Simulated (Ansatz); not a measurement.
Geometry optimisation, RKS PBE0/def2-SVPD in Ansatz 0.2.0.

Input:

```yaml
crystal:
  periodic: [false, false, false]
  atoms:
    - { symbol: Ga, position_ang: [-0.130074, 0.494684, -0.397912] }
    - { symbol: H, position_ang: [-0.034093, 0.042131, 2.336164] }
    - { symbol: H, position_ang: [1.188518, -0.306081, -0.494467] }
    - { symbol: "N", position_ang: [-1.728935, -0.054296, -1.050689] }
    - { symbol: H, position_ang: [-1.864437, -0.907267, -1.574961] }
    - { symbol: H, position_ang: [-2.580942, 0.488582, -0.998857] }
    - { symbol: O, position_ang: [-0.088879, 2.115412, 0.375467] }
    - { symbol: H, position_ang: [-0.895376, 2.634625, 0.335526] }
    - { symbol: H, position_ang: [-0.031683, 0.722109, 2.099529] }
basis:
  gaussian: { orbitals: def2-SVPD }
hamiltonian:
  xc: pbe0
relax:
  f_tol: 0.03
  max_steps: 50
```

Run as:

```bash
$ ansatz run input.yaml --threads 4 --pin off --max-ram 5120MiB --backend cpu --events-out ev --progress --plain --runs-dir out
```

**Question.** Where does it end, and by what steps?

**Answer.** The run converged. After 6 steps the energy has fallen by 0.094 eV; H2 moved furthest, 0.40 Å.

```
step  energy less start (eV)  largest force component (eV/Å)  accepted
   0                  0.0000                           1.717       yes
   1                 -0.0838                           0.086       yes
   2                 -0.0928                           0.080       yes
   3                 -0.0936                           0.061       yes
   4                 -0.0941                           0.053       yes
   5                 -0.0942                           0.042       yes
   6                 -0.0942                           0.022       yes
```

```xyz
9
Properties=species:S:1:pos:R:3
Ga -0.130 0.566 -0.547
H -0.040 -0.127 2.701
H 1.192 -0.230 -0.642
N -1.743 -0.035 -1.122
H -1.885 -0.940 -1.548
H -2.607 0.484 -1.053
O -0.070 2.216 0.169
H -0.900 2.698 0.196
H 0.017 0.599 2.475
```

Whether the end is a true minimum wasn't checked by a vibrational analysis.

Time of the run: 16 s on 4 threads of Arm Neoverse V1 (shared host), peak memory 0.31 GiB.
